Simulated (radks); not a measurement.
Values are calculated unless marked as measured or tabulated.
Valence configurations of Yb (all share [Xe]). Level of theory: Dirac Kohn-Sham, BLYP, spin-unpolarised, spherical densities, point nucleus; open shells fill j = l - 1/2 first (a radial shooting solver on a logarithmic mesh with Libxc functionals). Energies are relative to 4f14 6s2; eigenvalues in eV.

valence,E (eV),e(4f5/2),e(4f7/2),e(5d3/2),e(6p1/2),e(6s1/2)
4f14 6s2,0.000,-3.545,-2.228,-,-,-3.815
4f14 6s1 6p1,2.770,-4.911,-3.594,-,-1.740,-4.625
4f13 6s2 6p1,5.067,-12.980,-11.588,-,-2.174,-5.630
4f13 5d1 6s2,4.058,-9.927,-8.537,-1.848,-,-4.399
4f13 6s1 6p2,8.617,-14.199,-12.806,-,-2.639,-6.280
4f14 5d2,6.396,-3.105,-1.789,-0.780,-,-
4f14 5d1 6s1,3.173,-3.202,-1.886,-0.664,-,-3.866
4f14 6p2,5.757,-6.126,-4.809,-,-2.214,-
4f13.5 6s2 6p0.5,1.485,-8.023,-6.669,-,-1.687,-4.746
4f12 5d2 6s2,13.608,-16.888,-15.424,-2.904,-,-4.717

NIST lists [Xe] 4f14 6s2 as the ground configuration; this level of theory agrees among the configurations tried. The energies are those of spherical spin-averaged densities, not of single terms.
